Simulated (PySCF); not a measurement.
# Ionisation energy of Ba¹⁸⁺ by level of theory

Ba¹⁸⁺ [Kr] 4d2 [4d3/2^2, M_J = 2] → Ba¹⁹⁺ [Kr] 4d1 [4d3/2^1, M_J = 3/2], as a difference of total energies. All numbers are calculated (PySCF 2.14, the two-component X2C-1e Hamiltonian, in an uncontracted even-tempered set (18 s from 1 bohr⁻², ratio 2.8; 14 p from 1.4 bohr⁻², ratio 2.8; 9 d from 1.4 bohr⁻², ratio 2.8; 4 f from 5.1 bohr⁻², ratio 3)). Correlated levels: [Ar] 3d10 frozen; the 94 highest virtual spinors dropped. "Screened" scales the spin-orbit matrix elements by Boettger's factors to mimic the two-electron term; Breit and QED terms are absent.

```json
{"method": "GHF (screened spin-orbit)", "ionisation energy (eV)": "487.97"}
{"method": "GMP2 (screened spin-orbit)", "ionisation energy (eV)": "488.34"}
```

**Question.** How much does correlation contribute at GMP2 (screened spin-orbit)?

**Answer.** 488.34 − (487.97) = 0.37 eV, measured against GHF (screened spin-orbit).

Breit and QED terms and the two-electron picture change are absent.

The labels give the starting determinants; with spin-orbit coupling the two ends relaxed to ⟨J²⟩ = 6.17, ⟨L²⟩ = 10.86, ⟨S²⟩ = 1.67 and ⟨J²⟩ = 3.75, ⟨L²⟩ = 6.03, ⟨S²⟩ = 0.77.

For comparison: 488 ± 3 eV (theoretical estimate listed by NIST; NIST Atomic Spectra Database, ionization energies).
